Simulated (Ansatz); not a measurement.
`CB(F)[CH2][AlH2]` + H₂O → `CB(F)CO` + `[AlH3]` at 600 K and 1 bar (formal hydrolysis of a C–Al bond).

Computed with Ansatz on PBE0-D4/def2-TZVP structures; ΔE is electronic, products minus reactants. CCSD(T)/CBS is the MP2 limit (def2-TZVPP, def2-QZVPP) plus CCSD(T) − MP2 in def2-TZVPP, frozen cores. This one scheme is used for every species. Each species was taken in one conformer, which may not be the lowest.

```tsv
species	CCSD(T)/CBS energy (Eh)	H − E (kJ/mol)	S (J/(mol·K))
`CB(F)[CH2][AlH2]`	-446.99161	288.0	476.4
H₂O	-76.37941	76.8	212.8
`CB(F)CO`	-279.53710	282.5	424.5
`[AlH3]`	-243.78045	74.2	242.3
```

H − E and S are ideal-gas, rigid-rotor, harmonic terms from PBE0-D4/def2-TZVP, for one conformer and one mirror image of each species. 1 Eh = 2625.50 kJ/mol, R = 8.31446 J/(mol·K).

**Question.** By hand: ΔE, ΔH, ΔS and ΔG.

**Answer.** ΔE = (-279.53710) + (-243.78045) − (-446.99161) − (-76.37941) = 0.05347 Eh = 140.4 kJ/mol. Δ(H − E) = 282.5 + 74.2 − 288.0 − 76.8 = -8.1, so ΔH = 132.3 kJ/mol. ΔS = 424.5 + 242.3 − 476.4 − 212.8 = -22.4 J/(mol·K). ΔG = 132.3 − 600 × (-22.4)/1000 = 145.7 kJ/mol.

**Question.** By hand: the equilibrium constant, and the temperature at which ΔG would vanish if ΔH and ΔS stayed fixed.

**Answer.** log₁₀ K = −ΔG/(RT ln 10) = -12.7. ΔH and −TΔS have one sign here, so there is no such temperature.

ΔH outweighs TΔS. A doubt of 5 kJ/mol in ΔE shifts log₁₀ K by 0.4 here. Other conformers and mirror images would add mixing entropy, several J/(mol·K) or more a flexible species. Modes under 60 cm⁻¹, often nearly free rotors, make the harmonic entropy too high. These are equilibria of isolated gas molecules and say nothing of rates. Largest T1 diagnostic: 0.012 (customary marks: 0.02 for closed shells, 0.045 for open ones).
